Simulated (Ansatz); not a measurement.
System: H4B2O, charge 0, multiplicity 1. SMILES: BOB
Geometry: optimised at B3LYP-D3(BJ)/def2-TZVP (Ansatz, a quantum-chemistry and plane-wave program).

Property: vertical triplet-singlet gap, E(triplet) - E(singlet), in eV. Set-up: no spin-orbit coupling; no dispersion term unless named; 6-311+G** with 5d; open shells spin-unrestricted; each state is the SCF solution reached for its charge and spin; six Cartesian d functions in 6-31G* and its kin unless marked 5d; non-relativistic. First-principles rows: single points at B3LYP-D3(BJ) geometries (Ansatz). Levels can end on unlike triplets.

```tsv
level	program	vertical triplet-singlet gap, E(triplet) - E(singlet) (eV)
B3LYP/STO-3G	Ansatz	6.74
B3LYP/3-21G	Ansatz	5.93
B3LYP/6-31G*	Ansatz	5.91
B3LYP/6-311+G**	Ansatz	5.64
B3LYP/def2-TZVPD	Ansatz	5.64
```

No value to compare with is used here. The 4 habitual levels span 5.64 (B3LYP/6-311+G**) to 6.74 eV (B3LYP/STO-3G); B3LYP/def2-TZVPD gives 5.64.

The sets are all those run for this method; left out are runs that failed, that the program found above a lower state of the same kind, or whose <S^2> lies over 0.5 above the pure value.
